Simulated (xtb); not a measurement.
Calculation: xtb 6.7.1 with GFN2-xTB.

```
xtb start.xyz --ohess tight --gfn 2 --chrg 0 --uhf 0 --iterations 400

# start.xyz
6

F     -0.638238     1.292605     0.044837
C     -0.421495    -0.037893    -0.068002
F     -1.345256    -0.533757    -0.920713
F     -0.647186    -0.586967     1.147530
S      1.237858    -0.371205    -0.622679
H      1.814317     0.237217     0.419026
```

Output:

```
[...]
   2    -20.1340930 -0.675016E-13  0.747E-06    4.50    5466.5  T
   3    -20.1340930  0.213163E-13  0.248E-06    4.50   16464.1  T

   *** convergence criteria satisfied after 3 iterations ***

         #    Occupation            Energy/Eh            Energy/eV
      -------------------------------------------------------------
         1        2.0000           -0.9129342             -24.8422
       ...           ...                  ...                  ...
        10        2.0000           -0.5776341             -15.7182
        11        2.0000           -0.5646709             -15.3655
        12        2.0000           -0.5642683             -15.3545
        13        2.0000           -0.5634234             -15.3315
        14        2.0000           -0.5403805             -14.7045
        15        2.0000           -0.5161107             -14.0441
        16        2.0000           -0.4372369             -11.8978 (HOMO)
        17                         -0.2717925              -7.3958 (LUMO)
        18                         -0.1743388              -4.7440
        19                         -0.0870267              -2.3681
        20                         -0.0815118              -2.2181
        21                         -0.0545864              -1.4854
       ...                                ...                  ...
        26                          0.4691201              12.7654
      -------------------------------------------------------------
                  HL-Gap            0.1654444 Eh            4.5020 eV
             Fermi-level           -0.3545147 Eh           -9.6468 eV


         :::::::::::::::::::::::::::::::::::::::::::::::::::::
         ::                     SUMMARY                     ::
         :::::::::::::::::::::::::::::::::::::::::::::::::::::
         :: total energy             -20.083148038987 Eh    ::
         :: gradient norm              0.000166334779 Eh/a0 ::
         :: HOMO-LUMO gap              4.501971389241 eV    ::
         ::.................................................::
         :: SCC energy               -20.134092685488 Eh    ::
         :: -> isotropic ES            0.043656247415 Eh    ::
         :: -> anisotropic ES          0.004372551607 Eh    ::
         :: -> anisotropic XC         -0.015289588680 Eh    ::
         :: -> dispersion             -0.002804332246 Eh    ::
         :: repulsion energy           0.050944646502 Eh    ::
         :: add. restraining           0.000000000000 Eh    ::
         :: total charge               0.000000000000 e     ::
         :::::::::::::::::::::::::::::::::::::::::::::::::::::

           -------------------------------------------------
          |                Numerical Hessian                |
           -------------------------------------------------
step length          :   0.00500
SCC accuracy         :   0.30000
Hessian scale factor :   1.00000
frozen atoms in %    :   0.00000    0
RMS gradient         :   0.00017
estimated CPU  time      0.00 min
estimated wall time      0.00 min

writing file <hessian>.

 projected vibrational frequencies (cm⁻¹)
eigval :       -0.00    -0.00    -0.00     0.00     0.00     0.00
eigval :      129.70   273.43   291.04   420.05   472.99   476.48
eigval :      681.93   830.10  1010.64  1054.80  1121.09  2437.07
           -------------------------------------------------
          |                Property Printout                |
           -------------------------------------------------

    * Orbital Energies and Occupations

         #    Occupation            Energy/Eh            Energy/eV
      -------------------------------------------------------------
         1        2.0000           -0.9129342             -24.8422
       ...           ...                  ...                  ...
         4        2.0000           -0.7811647             -21.2566
         5        2.0000           -0.6901743             -18.7806
         6        2.0000           -0.6527287             -17.7617
         7        2.0000           -0.6526743             -17.7602
         8        2.0000           -0.6450789             -17.5535
         9        2.0000           -0.5779167             -15.7259
        10        2.0000           -0.5776341             -15.7182
        11        2.0000           -0.5646709             -15.3655
        12        2.0000           -0.5642683             -15.3545
        13        2.0000           -0.5634234             -15.3315
        14        2.0000           -0.5403805             -14.7045
        15        2.0000           -0.5161107             -14.0441
        16        2.0000           -0.4372369             -11.8978 (HOMO)
        17                         -0.2717925              -7.3958 (LUMO)
        18                         -0.1743388              -4.7440
        19                         -0.0870267              -2.3681
        20                         -0.0815118              -2.2181
        21                         -0.0545864              -1.4854
        22                          0.0960303               2.6131
        23                          0.1061116               2.8874
        24                          0.1159321               3.1547
        25                          0.1563542               4.2546
        26                          0.4691201              12.7654
      -------------------------------------------------------------
                  HL-Gap            0.1654444 Eh            4.5020 eV
             Fermi-level           -0.3545147 Eh           -9.6468 eV

     #   Z          covCN         q      C6AA      α(0)
     1   9 F        0.808    -0.184    11.067     3.930
     2   6 C        3.321     0.511    17.166     6.594
     3   9 F        0.815    -0.170    10.930     3.906
     4   9 F        0.808    -0.184    11.067     3.930
     5  16 S        1.952    -0.171   148.276    20.495
     6   1 H        0.923     0.198     1.111     1.648

 Mol. C6AA /au·bohr⁶  :        729.310173
 Mol. C8AA /au·bohr⁸  :      22730.488215
 Mol. α(0) /au        :         40.502418

Wiberg/Mayer (AO) data.
largest (>0.10) Wiberg bond orders for each atom

 ---------------------------------------------------------------------------
     #   Z sym  total        # sym  WBO       # sym  WBO       # sym  WBO
 ---------------------------------------------------------------------------
     1   9 F    1.107 --     2 C    0.966
     2   6 C    3.852 --     3 F    0.985     1 F    0.966     4 F    0.966
                             5 S    0.930
     3   9 F    1.123 --     2 C    0.985
     4   9 F    1.107 --     2 C    0.966
     5  16 S    2.020 --     6 H    0.949     2 C    0.930
     6   1 H    0.961 --     5 S    0.949
 ---------------------------------------------------------------------------

Topologies differ in total number of bonds
Writing topology from bond orders to xtbtopo.mol

molecular dipole:
                 x           y           z       tot (Debye)
 q only:        0.741       0.101       0.178
   full:        0.653       0.171       0.296       1.874
molecular quadrupole (traceless):
                xx          xy          yy          xz          yz          zz
 q only:        1.588       0.742      -0.808       1.285       0.013      -0.780
  q+dip:        1.457       1.166      -0.690       2.005      -0.088      -0.767
   full:        1.853       1.201      -1.102       2.072       0.293      -0.752

           -------------------------------------------------
          |                Geometry Summary                 |
           -------------------------------------------------

      molecular mass/u    :      102.0786735
   center of mass at/Å    :       -0.1307506      -0.0868017      -0.1490130
  moments of inertia/u·Å² :        0.8937898E+02   0.1568588E+03   0.1591296E+03
rotational constants/cm⁻¹ :        0.1886085E+00   0.1074701E+00   0.1059365E+00

 * 4 selected distances

     #   Z          #   Z                                           value/Å
     1   9 F        2   6 C                                       1.3339228
     2   6 C        3   9 F                                       1.3229553 (min)
     2   6 C        4   9 F                                       1.3339229 (max)
     5  16 S        6   1 H                                       1.3330365

 * 2 distinct bonds (by element types)

   Z      Z             #   av. dist./Å        max./Å        min./Å
   6 C    9 F           3     1.3302670     1.3339229     1.3229553
   1 H   16 S           1     1.3330365     1.3330365     1.3330365

           -------------------------------------------------
          |               Frequency Printout                |
           -------------------------------------------------
 projected vibrational frequencies (cm⁻¹)
eigval :       -0.00    -0.00    -0.00     0.00     0.00     0.00
eigval :      129.70   273.43   291.04   420.05   472.99   476.48
eigval :      681.93   830.10  1010.64  1054.80  1121.09  2437.07
 reduced masses (amu)
   1: 18.98   2: 21.41   3: 23.14   4: 23.56   5: 19.20   6: 27.77   7:  2.21   8: 20.06
   9: 21.09  10: 26.09  11: 17.93  12: 18.37  13: 18.07  14:  4.52  15: 14.50  16: 13.96
Molecule has the following symmetry elements: (sigma)
It seems to be the Cs point group
  17: 13.43  18:  1.94
 IR intensities (km·mol⁻¹)
   1:  0.29   2:  0.12   3:  0.12   4:  0.80   5:  0.33   6:  0.61   7: 45.84   8:  3.10
   9:  4.48  10: 26.53  11: 16.67  12: 15.23  13: 30.76  14: 48.22  15:294.44  16:325.55
  17:239.79  18: 65.32
 Raman intensities (Ä⁴*amu⁻¹)
   1:  0.00   2:  0.00   3:  0.00   4:  0.00   5:  0.00   6:  0.00   7:  0.00   8:  0.00
   9:  0.00  10:  0.00  11:  0.00  12:  0.00  13:  0.00  14:  0.00  15:  0.00  16:  0.00
  17:  0.00  18:  0.00
 output can be read by thermo (or use thermo option).
 writing <g98.out> molden fake output.
 recommended (thermochemical) frequency scaling factor: 1.0
           -------------------------------------------------
          |             Thermodynamic Functions             |
           -------------------------------------------------

cs  symmetry found (for desy threshold:  0.10E+00) used in thermo

          ...................................................
          :                      SETUP                      :
          :.................................................:
          :  # frequencies                          12      :
          :  # imaginary freq.                       0      :
          :  linear?                             false      :
          :  only rotor calc.                    false      :
          :  symmetry                               cs      :
          :  rotational number                       1      :
          :  scaling factor                  1.0000000      :
          :  rotor cutoff                   50.0000000 cm⁻¹ :
          :  imag. cutoff                  -20.0000000 cm⁻¹ :
          :.................................................:

    mode    ω/cm⁻¹     T·S(HO)/kcal·mol⁻¹    T·S(FR)/kcal·mol⁻¹   T·S(vib)
   ------------------------------------------------------------------------
       1    129.70    -0.87969 ( 97.84%)    -0.77389 (  2.16%)    -0.87740
       2    273.43    -0.46941 ( 99.89%)    -0.55309 (  0.11%)    -0.46950
       3    291.04    -0.43766 ( 99.91%)    -0.53461 (  0.09%)    -0.43774
   ------------------------------------------------------------------------

   temp. (K)  partition function   enthalpy   heat capacity  entropy
                                   cal/mol     cal/K/mol   cal/K/mol   J/K/mol
 298.15  VIB   5.97                 1644.747     11.772      9.061
         ROT  0.114E+06              888.752      2.981     26.122
         INT  0.681E+06             2533.500     14.753     35.183
         TR   0.998E+27             1481.254      4.968     39.761
         TOT                        4014.7537    19.7207    74.9447   313.5688

       T/K    H(0)-H(T)+PV         H(T)/Eh          T*S/Eh         G(T)/Eh
   ------------------------------------------------------------------------
    298.15    0.639792E-02    0.273555E-01    0.356087E-01   -0.825313E-02
   ------------------------------------------------------------------------

         :::::::::::::::::::::::::::::::::::::::::::::::::::::
         ::                  THERMODYNAMIC                  ::
         :::::::::::::::::::::::::::::::::::::::::::::::::::::
         :: total free energy         -20.091401167707 Eh   ::
         ::.................................................::
         :: total energy              -20.083148038987 Eh   ::
         :: zero point energy           0.020957614465 Eh   ::
         :: G(RRHO) w/o ZPVE           -0.029210743184 Eh   ::
         :: G(RRHO) contrib.           -0.008253128720 Eh   ::
         :::::::::::::::::::::::::::::::::::::::::::::::::::::

optimized geometry written to: xtbopt.xyz

           -------------------------------------------------
          | TOTAL ENERGY              -20.083148038987 Eh   |
          | TOTAL ENTHALPY            -20.055792507204 Eh   |
          | TOTAL FREE ENERGY         -20.091401167707 Eh   |
          | GRADIENT NORM               0.000166332925 Eh/α |
          | HOMO-LUMO GAP               4.501971429350 eV   |
           -------------------------------------------------

------------------------------------------------------------------------
```

Cost: roughly 0.27 core-seconds.
